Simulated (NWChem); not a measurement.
**Lowest excitation of H$_{5}$NTi**

SMILES: [NH2][TiH3]
```xyz
7

Ti     0.3371    -0.3291     0.0060
N     -0.9861     0.9303     0.0000
H     -0.8271     1.9122     0.2253
H     -1.9657     0.7697    -0.2330
H      1.3981    -0.0005     1.2961
H     -0.2984    -1.9110     0.0158
H      1.1806    -0.0422    -1.4360
```
Charge 0, spin multiplicity 1.

The numbers come from NWChem runs, not from measurements. All single points use one geometry, from PBE0/def2-SVP, a minimum by its harmonic frequencies.

Basis set: def2-SVP. CR-EOMCCSD(T) is the triples correction to the same EOM-CCSD root.

The correlated methods keep 6 core orbitals frozen. B3LYP has NWChem's definition, with VWN1-RPA local correlation. The structure started from a generated list of species. No row is a measurement; the coupled-cluster row has its own basis-set and correlation limits.

### Question
For the lowest vertical singlet excitation energy, CR-EOMCCSD(T) gives 3.42 eV and TD-PBE gives 3.18 eV. What do TD-B3LYP, CIS give?

### Answer
TD-B3LYP: 3.38 eV; CIS: 4.19 eV.
